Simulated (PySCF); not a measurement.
**Dipole response of O⁺ (oxygen, charge +1)**

[He] 2s2 2p3, high-spin 4S determinant. Calculation: PySCF 2.14, in dyall-acv3z (15s9p4d2f, 76 functions); scalar relativity by spin-free X2C-1e. Coupled (time-dependent) response in atomic units; α is the mean over directions.

```tsv
method	mean α (bohr³)	C₆ (like pair)	S(−4)
UHF	2.625	4.946	4.976
PBE	2.675	5.277	4.280
PBE0	2.628	5.121	4.255
M06-2X	2.504	4.819	3.631
r2SCANh	2.682	5.314	4.508
```

S(−4) is the Cauchy moment in α(ω) = α(0) + S(−4) ω² + …

α(iu) at r2SCANh:

| u (hartree) | α(iu) (bohr³) |
| --- | --- |
| 0 | 2.682 |
| 0.0500 | 2.670 |
| 0.100 | 2.638 |
| 0.200 | 2.519 |
| 0.300 | 2.356 |
| 0.500 | 1.998 |
| 0.750 | 1.607 |
| 1.00 | 1.303 |
| 1.50 | 0.8908 |
| 2.00 | 0.6393 |
| 3.00 | 0.3695 |
| 5.00 | 0.1659 |

A single London oscillator, α(iu) = α/(1 + u²/ω²), gives C₆ = (3/4) ω α². Matching the computed C₆ needs ω = 4 × 5.314 / (3 × 2.682²) = 0.985 hartree.

For an ion, C₆ is the dispersion term alone; charge-induced terms of lower order in 1/R come first.
